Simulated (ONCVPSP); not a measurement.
**Tm (Z = 69), ONCV: configuration errors across variants**

```json
{
  "Element": "Tm (Z = 69)",
  "Generator": "ONCVPSP 4.0.1",
  "Type": "optimised norm-conserving Vanderbilt (ONCV)",
  "Functional": "LDA (Perdew-Zunger)",
  "Relativity": "fully relativistic",
  "Frozen core": "[Kr] 4d10 4f12",
  "Valence charge": "11",
  "Reference configuration": "5s2 5p6 5d1 6s1 (charge +1)",
  "Partial waves": "5s+6s: rc 1.90 bohr, ncon 5, nbas 9, qcut 6.8 1/bohr, 3 projectors, debl 0.9 Ha; 5p: rc 1.45 bohr, ncon 3, nbas 6, qcut 6.7 1/bohr, 2 projectors, debl 0.5 Ha; 5d: rc 2.55 bohr, ncon 4, nbas 8, qcut 6.3 1/bohr, 1 projector",
  "Local potential": "polynomial inside 1.35 bohr (lpopt 1, dvloc0 3 Ha)",
  "Core correction": "none"
}
```

Open shells are filled in proportion to 2j + 1.

In the p channel the program set the typed energies aside and used -1.303, 0.250 Ha (j = l + 1/2; the other j can differ).

All-electron excitation energies from the reference (eV): (1) 5s2 5p6 5d1 6s2 -7.365; (2) 5s2 5p6 5d1 6s0 13.222; (3) 5s2 5p6 5d0 6s0 33.421; (4) 5s1 5p6 5d1 6s2 56.314.

1 further variants failed, have other tests or too few solved ones, and are left out.

Errors AE − PS in meV (a dash: test not solved or not reliable):

| change | (1) | (2) | (3) | (4) | bound ghosts | GHOST(+) flags above zero |
| --- | --- | --- | --- | --- | --- | --- |
| base | +2.6 | +10 | -25 | -343 | none | s |
| all radii scaled by about 0.87 (s 1.66, p 1.26, d 2.22 bohr); local potential polynomial inside 1.18 bohr (lpopt 1, dvloc0 3 Ha) | +2.7 | +10 | -26 | -305 | none | s |
| all radii scaled by about 0.92 (s 1.74, p 1.34, d 2.34 bohr); local potential polynomial inside 1.24 bohr (lpopt 1, dvloc0 3 Ha) | +2.7 | +10 | -26 | -316 | none | s |
| all radii scaled by about 1.09 (s 2.08, p 1.58, d 2.80 bohr); local potential polynomial inside 1.48 bohr (lpopt 1, dvloc0 3 Ha) | +2.5 | +9.7 | -23 | -386 | none | s |
| all radii scaled by about 1.22 (s 2.32, p 1.76, d 3.12 bohr); local potential polynomial inside 1.64 bohr (lpopt 1, dvloc0 3 Ha) | +2.3 | +9.0 | -15 | -468 | none | none |
| all radii scaled by about 1.32 (s 2.50, p 1.92, d 3.36 bohr); local potential polynomial inside 1.78 bohr (lpopt 1, dvloc0 3 Ha) | +1.9 | +7.7 | +9.1 | -542 | none | none |

(1) Give the same row for: all radii scaled by about 1.18 (s 2.24, p 1.72, d 3.02 bohr); local potential polynomial inside 1.60 bohr (lpopt 1, dvloc0 3 Ha).

Results:

(1) +2.4, +9.3, -18, -438; bound ghosts: none; GHOST(+) flags above zero: none.
